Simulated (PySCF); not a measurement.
C5H5FO2.
Atom-mapped SMILES: `[CH3:1][O:2][C:3]1=[CH:4][C:5](=[O:6])[C@H:7]1[F:8]` (hydrogens: H9, H10, H11 on C1; H12 on C4; H13 on C7)

Structure optimised with GFN2-xTB, isolated species.

(1) Give the optimised bond lengths and angles.

## Answers

(1) 
```
                 bond  length (Å)
                C1–O2       1.420
                O2–C3       1.312
                C3=C4       1.359
                C4–C5       1.455
                C5=O6       1.195
                C5–C7       1.569
                C7–F8       1.370
                C3–C7       1.516
C1–H9, C1–H10, C1–H11       1.091
               C4–H12       1.073
               C7–H13       1.093
```

Bonds in one row agree within 0.01 Å and their mean is given. A selection of angles:
```
    angle  degrees
 O2–C1–H9    106.2
O2–C1–H10    110.6
H9–C1–H10    110.0
 C1–O2–C3    116.5
 O2–C3–C4    137.4
 O2–C3–C7    127.5
 C4–C3–C7     95.0
 C3–C4–C5     93.0
C3–C4–H12    134.4
C5–C4–H12    132.6
 C4–C5–O6    137.8
 C4–C5–C7     89.1
 O6–C5–C7    133.2
 C5–C7–F8    116.0
C5–C7–H13    117.4
F8–C7–H13    107.2
 C3–C7–C5     82.9
 C3–C7–F8    115.0
C3–C7–H13    117.2
```

Torsions: C1–O2–C3–C4 -1° (synperiplanar); O2–C3–C4–C5 178° (antiperiplanar); C3–C4–C5–O6 -178° (antiperiplanar); C4–C5–C7–F8 -116° (anticlinal); O2–C3–C7–C5 -178° (antiperiplanar).

Of the pairs four or more bonds apart, C4···H10 is among the closest relative to their van der Waals radii: 2.94 Å, 101 % of the sum of Bondi's values. The 3 C–O bonds span 1.195 Å (C5=O6, drawn double) to 1.420 Å (C1–O2, drawn single), a spread of 0.225 Å. The 4-membered ring C3–C4–C5–C7 has internal angles of 82.9° to 95.0° (sum 360°, against 360° for a flat polygon); it is planar, 0.01 Å rms from its mean plane, widest ring torsion 2°. The C–C distances run from 1.359 Å (C3=C4, drawn double) to 1.569 Å (C5–C7, drawn single), a spread of 0.210 Å.

Point group: C1 (no symmetry element, even within 0.4 Å). No frequency check. The numbers are those of one conformer.

The numbers are calculated, not measured.
